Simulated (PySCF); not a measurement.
Cartesian coordinates in Å; atom numbers follow the order of the lines, from 1:
```xyz
21

C     2.1270   -1.9900    0.8490
C     1.4680   -1.4180    0.0300
C     0.6248   -0.7185   -0.9157
C    -0.3922    0.1905   -0.1922
C     0.3406    1.3551    0.4972
C     0.8549    2.3459   -0.4897
N     2.0732    2.6373   -0.5330
N    -1.1851   -0.5295    0.7706
Si   -2.5830   -1.4421    0.3615
H     2.7281   -2.4956    1.5440
H     0.0821   -1.4526   -1.5178
H     1.2506   -0.1114   -1.5752
H    -1.0841    0.5932   -0.9417
H     1.1714    0.9741    1.0930
H    -0.3715    1.8600    1.1551
H     0.0842    2.7725   -1.1512
H     2.3403    3.3277   -1.2316
H    -0.5990   -0.8864    1.5126
H    -2.3597   -2.6290   -0.4818
H    -3.1339   -1.8484    1.6497
H    -3.4456   -0.5180   -0.3776
```

[PySCF 2.14: geometry: GFN2-xTB; GIAO PBE0/pcSseg-1 shieldings; in vacuum; equivalent nuclei averaged; non-relativistic Hamiltonian; single conformer]

Referencing at the same level of theory: TMS for ¹³C, ¹H, ²⁹Si; ¹⁵N vs NH3.

```json
{"atoms": "C1", "nucleus": "¹³C", "count": "1", "δ (ppm)": "?"}
{"atoms": "C3", "nucleus": "¹³C", "count": "1", "δ (ppm)": "25.7"}
{"atoms": "H18", "nucleus": "¹H", "count": "1", "δ (ppm)": "0.97"}
{"atoms": "H13", "nucleus": "¹H", "count": "1", "δ (ppm)": "2.90"}
{"atoms": "H15", "nucleus": "¹H", "count": "1", "δ (ppm)": "2.55"}
{"atoms": "C4", "nucleus": "¹³C", "count": "1", "δ (ppm)": "53.0"}
{"atoms": "H17", "nucleus": "¹H", "count": "1", "δ (ppm)": "10.94"}
{"atoms": "C2", "nucleus": "¹³C", "count": "1", "δ (ppm)": "85.6"}
{"atoms": "N8", "nucleus": "¹⁵N", "count": "1", "δ (ppm)": "?"}
{"atoms": "H12", "nucleus": "¹H", "count": "1", "δ (ppm)": "2.43"}
{"atoms": "C6", "nucleus": "¹³C", "count": "1", "δ (ppm)": "175.8"}
{"atoms": "H19/H20/H21", "nucleus": "¹H", "count": "3", "δ (ppm)": "4.68"}
{"atoms": "H14", "nucleus": "¹H", "count": "1", "δ (ppm)": "3.05"}
{"atoms": "C5", "nucleus": "¹³C", "count": "1", "δ (ppm)": "?"}
{"atoms": "H10", "nucleus": "¹H", "count": "1", "δ (ppm)": "?"}
{"atoms": "H16", "nucleus": "¹H", "count": "1", "δ (ppm)": "8.38"}
{"atoms": "N7", "nucleus": "¹⁵N", "count": "1", "δ (ppm)": "?"}
{"atoms": "H11", "nucleus": "¹H", "count": "1", "δ (ppm)": "?"}
{"atoms": "Si9", "nucleus": "²⁹Si", "count": "1", "δ (ppm)": "-59.4"}
```

Q: Estimate the values marked ?.

A: 
- C1: 78.1 ppm, carbon bonded to C, H
- C5: 53.1 ppm, carbon bonded to 2 C, 2 H
- H11: 2.56 ppm, hydrogen on a carbon bonded to 2 C
- H10: 1.39 ppm, hydrogen on a carbon bonded to C
- N7: 364.8 ppm, nitrogen bonded to C, H
- N8: 35.1 ppm, nitrogen bonded to C, Si, H

OH/NH shifts are gas-phase values; hydrogen bonding in solution moves them, usually downfield. Shifts are as computed. Against solution values, carbons near 30 ppm lie about +3 ppm off and those near 130 ppm about +5 ppm. Of 1309 compounds with measured shifts, 239 miss one by over three times the rms of a fit or turn the order of signals round; such compounds aren't used in these exercises. Experimental scales use liquid or dissolved standards, which lie at an offset from isolated NH3 (liquid NH3: subtract about 20 ppm). Unscaled 15N shifts of sp2 nitrogen come out 20 to 40 ppm too high even then.
